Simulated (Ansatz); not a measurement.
Mulliken charges of BFGeH₄Si (`F[B]1[SiH2][GeH2]1`) from PBE/def2-TZVPP in Ansatz (PBE0-D4/def2-TZVP geometry).

| atom | x (Å) | y (Å) | z (Å) | charge (e) |
| --- | --- | --- | --- | --- |
| F1 | 1.598 | -0.728 | 1.810 | -0.160 |
| B2 | 1.047 | -0.273 | 0.706 | 0.327 |
| Si3 | -0.009 | 1.267 | 0.150 | -0.084 |
| Ge4 | -0.377 | -1.120 | -0.482 | -0.045 |
| H5 | 0.285 | 1.691 | -1.241 | -0.016 |
| H6 | -0.672 | 2.337 | 0.944 | -0.044 |
| H7 | -0.439 | -1.049 | -2.010 | 0.019 |
| H8 | -1.342 | -2.182 | 0.067 | 0.003 |

By hand: the dipole of these point charges (1 e Å = 4.8032 D).

Σ q r = (0.117, -0.185, -0.109) e Å, of length 0.245 e Å = 1.18 D.

How does the dipole of the full density compare? (Best estimate.)

The calculation gave: (-0.115, 0.054, -0.108) e Å, 0.80 D; the point charges give 1.47 times that, at 107° from its direction.

Point charges leave out the atoms' own dipoles, such as those of lone pairs, and Mulliken's split depends on the basis, so the two needn't agree.
